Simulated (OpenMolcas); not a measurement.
**O I: effect of the basis set**

```json
{"Program": "OpenMolcas", "Method": "SS-CASPT2, IPEA 0.25 Eh, imaginary shift 0.1 Eh (closed shells correlated: 1s)", "Active space": "6 electrons in 4 orbitals (2s 2p)", "State averaging": "2S+1 = 3 even, 3 roots; 2S+1 = 1 even, 6 roots", "Spin-orbit coupling": "RASSI with atomic mean-field integrals over the reference wave functions, term energies averaged over their components"}
```

A. ANO-RCC-VDZP [3s2p1d], DKH2, point nucleus; CASPT2 step about 0.9 core-seconds
B. ANO-RCC-VTZP [4s3p2d1f], DKH2, point nucleus; CASPT2 step about 1.1 core-seconds
C. ANO-L-VTZP [4s3p2d1f], non-relativistic, point nucleus; CASPT2 step roughly 1 core-seconds
D. ANO-R3 [4s4p2d1f], X2C, finite nucleus; CASPT2 step of the order of 1 core-seconds
E. ANO-R2 [4s4p2d1f], X2C, finite nucleus; CASPT2 step of the order of 0.9 core-seconds
F. ANO-RCC-VQZP [5s4p3d2f1g], DKH2, point nucleus; CASPT2 step roughly 1.2 core-seconds

Energies in eV above 2s² 2p⁴ ³P₂, the measured ground level; measured values from NIST Handbook of Basic Atomic Spectroscopic Data.

| Level | A | B | C | D | E | F | Measured |
| --- | --- | --- | --- | --- | --- | --- | --- |
| 2s² 2p⁴ ³P₂ | 0.0000 | 0.0000 | 0.0000 | 0.0000 | 0.0000 | 0.0000 | 0.0000 |
| 2s² 2p⁴ ³P₁ | 0.0188 | 0.0185 | 0.0185 | 0.0184 | 0.0184 | 0.0187 | 0.0196 |
| 2s² 2p⁴ ³P₀ | 0.0280 | 0.0276 | 0.0275 | 0.0274 | 0.0274 | 0.0278 | 0.0281 |
| 2s² 2p⁴ ¹D₂ | 2.061 | 1.966 | 1.967 | 1.955 | 1.955 | 1.924 | 1.9674 |
| 2s² 2p⁴ ¹S₀ | 4.201 | 4.131 | 4.145 | 4.100 | 4.100 | 4.069 | 4.1897 |

Deviations, from unrounded energies. A percentage is the sum of absolute deviations over the sum of measured energies, with the sign that they share, or ± where signs differ.

```tsv
Against measurement	Levels	A	B	C	D	E	F
mean absolute deviation (cm-1)	4	210	120	94	210	210	330
fine structure of the ground term (%)	2	-1.8	-3.5	-3.8	-4.2	-4.2	-2.8
other terms of the ground configuration (%)	2	+1.7	-1.0	±0.7	-1.7	-1.7	-2.7
```

C lies closest to measurement on these levels and F furthest from it. The largest miss of C in the table is 2s² 2p⁴ ¹S₀, by -360 cm-1. The ranking rests on the paired levels alone, and a cruder setting can come out closer through cancelling errors.

The two smallest mean deviations differ by little beside CASPT2's spread within terms, so their order carries little weight.

Among A to F the level of the table that moves most is 2s² 2p⁴ ¹D₂, by 1100 cm-1 (lowest in F, highest in A). Moves below CASPT2's spread within the term are not significant.

CASPT2 does not keep the components of a term degenerate, so their means are used; among the terms shown or strongly mixed into the levels shown the widest spread is 130 cm-1 (2s² 2p⁴ ¹D, C). Measured partners are found by configuration, term and J. A level has none where our copy of the source lacks it or the pairing is in doubt (some pairs that miss far off the trend of their configuration count as doubtful), and it then counts in no deviation. Levels of configurations outside the active space are missing.
